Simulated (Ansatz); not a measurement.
C2H6N2Si can be A, `NC1=C[SiH]1N`, or B, `NC1N=C1[SiH3]`.

Gas-phase electronic energies from Ansatz, PBE0-D4/def2-TZVP geometries. CBS: MP2 limit from def2 TZ/QZ plus the TZ coupled-cluster correction, frozen cores. Functionals use def2-TZVPP. B3LYP here is the variant with VWN-RPA as its local correlation; programs differ in this. One conformer a species, not always the lowest.

A:

```xyz
11

N    -1.129    1.691   -0.756
C    -0.703    0.567   -0.143
C    -0.757    0.062    1.119
Si    0.202   -0.985    0.057
N     1.894   -1.165    0.136
H    -1.125    1.732   -1.758
H    -1.785    2.296   -0.289
H    -1.206    0.401    2.046
H    -0.278   -2.247   -0.559
H     2.377   -1.890   -0.365
H     2.509   -0.464    0.512
```

B:

Z-matrix (Å, degrees):
```
C
N 1 1.503
C 1 1.447 2 50.8
N 1 1.417 2 121.2 3 -107.5
H 1 1.086 2 116.0 3 108.7
Si 3 1.863 1 152.4 2 -174.7
H 4 1.012 1 111.7 2 34.7
H 4 1.013 1 111.5 2 -86.7
H 6 1.484 3 108.1 1 54.8
H 6 1.483 3 108.0 1 -63.6
H 6 1.483 3 109.6 1 175.6
```

Q: Which is lower in electronic energy at CCSD(T)/CBS, and by how much? (Best estimate.)

A: Computed: A, by 36.8 kcal/mol.

Q: Give E(B) − E(A) in kcal/mol with B3LYP, PBE0-D4, HF/def2-TZVPP, ωB97M-V, r2SCAN-D4, PBE-D4, CCSD/def2-TZVPP. (An estimate is asked.)

A: The calculation gave: B3LYP 36.7, PBE0-D4 38.6, HF/def2-TZVPP 36.1, ωB97M-V 38.1, r2SCAN-D4 39.1, PBE-D4 36.4, CCSD/def2-TZVPP 34.9. None reverses the order clearly.

Largest T1 diagnostic: 0.012.

From PBE to PBE0 (25 % exact exchange), in def2-TZVPP and without D4, E(B) − E(A) moves by +2.3 kcal/mol.
